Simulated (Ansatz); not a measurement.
CHF₂, doublet, at a GFN2-xTB geometry; PBE/def2-SVP in Ansatz (a quantum-chemistry and plane-wave program).

The Ansatz input:
Ansatz 0.2 input:
```yaml
crystal:
  periodic: [false, false, false]
  atoms:
    - {symbol: F, position_ang: [-1.10051584, -0.21340797, -0.06171724]}
    - {symbol: C, position_ang: [0.01021269, 0.45066975, 0.22629569]}
    - {symbol: F, position_ang: [1.09079420, -0.25278206, -0.08219690]}
    - {symbol: H, position_ang: [0.02621860, 1.49169176, -0.06254685]}
basis:
  gaussian:
    orbitals: def2-SVP
hamiltonian:
  xc: pbe
magnetization: {spin_polarized: true, initial_magnetization: 1}
```

**Question.** Write the output that Ansatz gives for this input, abridged.

**Answer.** 
```
Functional definition: PBE
512 factors; their error is unknown
mean field evaluation 1: about -6472.5416 eV, gradient 1.6e1 eV
mean field evaluation 2: about -6472.6924 eV, gradient 1.6e1 eV
mean field evaluation 4: about -6473.4893 eV, gradient 1.1e0 eV
mean field evaluation 8: about -6473.4601 eV, gradient 7.3e-2 eV
mean field evaluation 16: about -6473.4602 eV, gradient 6.4e-6 eV
mean field -6473.46015679 eV, -237.8952728931 hartree, gradient 5.9e-6 eV, S^2 0.751511; 0 other end points of the search recorded, 0 dependent functions left out
reference -6473.46017127 eV, -237.8952734253 hartree; 13, 12 occupied and 34, 35 virtual orbitals, 512 factors
Total energy: -6473.46017127 eV, -237.8952734253 hartree
```
